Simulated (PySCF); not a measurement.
Computed data sheet: `N#Cc1ccoc1`

C₅H₃NO.
SMILES with atom numbers: `[N:1]#[C:2][c:3]1[cH:4][cH:5][o:6][cH:7]1` (hydrogens: H8 on C4; H9 on C5; H10 on C7)

Some functional groups and rings: nitrile and aromatic ring with oxygen.

From PBE0-D3(BJ)/def2-SVP geometry optimisation, gas phase (PySCF):

* Point group: Cs
* Rotational constants A, B, C: 9.372, 1.942, 1.609 GHz

From B3LYP/def2-SVPD ground state, ΔSCF and vertical TDDFT (core frozen in the response) (PySCF):

- Dipole moment: 4.06 D
- HOMO energy: -7.37 eV
- LUMO energy: -1.36 eV
- HOMO–LUMO gap: 6.01 eV
- Lowest singlet excitation: 5.72 eV (217 nm, f = 0.078)
- Strongest line among the 10 lowest singlet transitions: S6 at 6.80 eV (182 nm, f = 0.386)
- Lowest triplet excitation (Tamm–Dancoff): 3.81 eV
- Static isotropic polarisability: 63.5 au
- Vertical ionisation energy: 9.59 eV
- Electronic spatial extent ⟨r²⟩ about the centre of nuclear charge: 688 bohr²

From PBE0/pcSseg-1 ground state and GIAO shieldings, non-relativistic (PySCF):

* Lowest Hirshfeld atomic charge: -0.22 e on N1
* Highest Hirshfeld atomic charge: +0.08 e on H9/H10
* 13C chemical shifts (computed TMS as zero) by class: 154.4 (C7), 147.2 (C5), 119.3 (C4), 117.7 (C2), 104.4 (C3) ppm
* 1H chemical shifts (computed TMS as zero) by class: 7.80 (H10), 7.40 (H9), 6.76 (H8) ppm
* Isotropic shieldings of nuclei other than C and H, by class: -62 (N1), 22 (O6) ppm
* Mayer bond orders between heavy atoms: N1–C2 3.02, C2–C3 1.01, C3–C4 1.21, C4–C5 1.62, C5–O6 1.06, O6–C7 1.11, C7–C3 1.52

From B3LYP/pcJ-1 indirect spin-spin coupling, non-relativistic, gas phase; spin–dipole term left out for some pairs (PySCF):

* Largest of the computed one-bond spin–spin couplings (means over like bonds): 13C–1H +221.0 (C7–H10), 13C–1H +217.7 (C5–H9), 13C–1H +192.4 (C4–H8), 13C–13C +107.1 (C2–C3), 13C–13C +81.2 (C3–C7), 13C–13C +76.4 (C4–C5), 13C–13C +60.0 (C3–C4), 17O–13C +27.6 (O6–C5) Hz

delta-SCF UKS SCAN, pcX-2 on the ionised atom, pcseg-1 elsewhere, spin-free X2C (PySCF):

- Core binding energies: C1s 291.4 (C4), C1s 292.1 (C3), C1s 292.4 (C2), C1s 292.5 (C5), C1s 292.5 (C7), N1s 404.9 (N1), O1s 540.9 (O6) eV

Monoisotopic mass from the formula: 93.0215 u.

The principal polarisabilities are 39.2, 61.4 and 90.0 au; their mean is the isotropic value. The dipole equals about 13.5 × 10⁻³⁰ C·m (1 D = 3.33564 × 10⁻³⁰ C·m). The 10 singlets span 5.72 to 7.72 eV, and their oscillator strengths add up to 0.62. The largest Löwdin shares of the LUMO are 0.28 on C7, 0.16 on O6, 0.16 on C3 and 0.13 on N1. No computed singlet falls in the visible range (750 to 380 nm, 1.65 to 3.26 eV); S1 lies 2.46 eV above its blue end. S1 lies 0.29 eV below the HOMO–LUMO gap; its leading configuration is HOMO→LUMO, weight 0.83.

